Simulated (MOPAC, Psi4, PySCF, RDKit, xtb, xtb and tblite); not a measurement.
Relaxed torsion scan: SMILES [SiH2](O)[SiH2]c1sccc1. Scanned: dihedral H9–O1–Si2–Si3; all other coordinates were relaxed at GFN2-xTB. Points at φ and −φ are mirror images.

Geometry of the scan point at -160° (Å):
```
16

O      3.7930     0.1447    -0.0910
Si     2.3705    -0.5024     0.3722
Si     0.9751     0.3237    -1.2553
C     -0.7660    -0.2842    -0.9101
C     -1.2231    -1.0899     0.0917
C     -2.6107    -1.3414     0.0373
C     -3.2044    -0.7202    -1.0139
S     -2.0755     0.1776    -1.9474
H      4.6328    -0.2052     0.1925
H      2.1099    -0.1126     1.7662
H      2.5147    -1.9668     0.4143
H      0.9000     1.7932    -1.3289
H      1.3029    -0.1135    -2.6249
H     -0.5749    -1.4927     0.8512
H     -3.1395    -1.9542     0.7459
H     -4.2371    -0.7320    -1.3015
```

Levels of theory: GFN2-xTB (xtb and tblite); MMFF94 // GFN2-xTB (RDKit); PBE/def2-SVP // GFN2-xTB (Psi4); PBE-D3(BJ)/def2-SVP // GFN2-xTB (Psi4); UFF // GFN2-xTB (RDKit); PM7, restricted, heats of formation // GFN2-xTB (MOPAC); PM6, restricted, heats of formation // GFN2-xTB (MOPAC); GFN1-xTB // GFN2-xTB (xtb); RKS-B3LYP/6-31G* = restricted B3LYP/6-31G*, spherical d, density fitting // GFN2-xTB run with PySCF; RHF/STO-3G = restricted Hartree-Fock/STO-3G // GFN2-xTB in PySCF; RKS-B3LYP/LANL2DZ = PySCF 2.14.0 with restricted B3LYP/LANL2DZ, with its core potentials past Ne // GFN2-xTB; RHF/3-21G = restricted Hartree-Fock/3-21G, density fitting // GFN2-xTB (PySCF).

Least-squares fit of E(φ) = a0 + Σ (a_n cos nφ + b_n sin nφ), n = 1 to 4, to the 18 scan points, in kcal/mol above the lowest point of each profile (levels whose profile four harmonics don't fit are not listed):

```
method                 a0     a1    b1     a2    b2     a3    b3     a4    b4  rms of fit
-------------------  ----  -----  ----  -----  ----  -----  ----  -----  ----  ----------
GFN2-xTB             1.23   0.59  0.00  -0.24  0.00   0.42  0.00   0.01  0.00        0.00
MMFF94               0.71  -0.44  0.00   0.65  0.00  -0.35  0.00   0.00  0.00        0.01
PBE/def2-SVP         0.27  -0.05  0.00   0.06  0.00   0.21  0.00   0.02  0.00        0.00
PBE-D3(BJ)/def2-SVP  0.28  -0.07  0.00   0.04  0.00   0.21  0.00   0.02  0.00        0.00
UFF                  0.47  -0.01  0.00   0.46  0.00  -0.14  0.00   0.03  0.00        0.01
PM7                  0.36   0.11  0.00   0.31  0.00   0.14  0.00  -0.02  0.00        0.01
PM6                  0.36  -0.21  0.00   0.28  0.00  -0.28  0.00   0.00  0.00        0.01
GFN1-xTB             0.40  -0.34  0.00  -0.15  0.00   0.08  0.00   0.00  0.00        0.00
RKS-B3LYP/6-31G*     0.31  -0.04  0.00   0.09  0.00   0.23  0.00   0.02  0.00        0.01
RHF/STO-3G           0.65   0.31  0.00   0.22  0.00   0.53  0.00  -0.03  0.00        0.01
RKS-B3LYP/LANL2DZ    0.16   0.23  0.00   0.09  0.00   0.02  0.00  -0.01  0.00        0.00
RHF/3-21G            0.90   0.71  0.00  -0.16  0.00   0.06  0.00   0.02  0.00        0.01
```

MMFF94 has few fitted parameters for silicon.
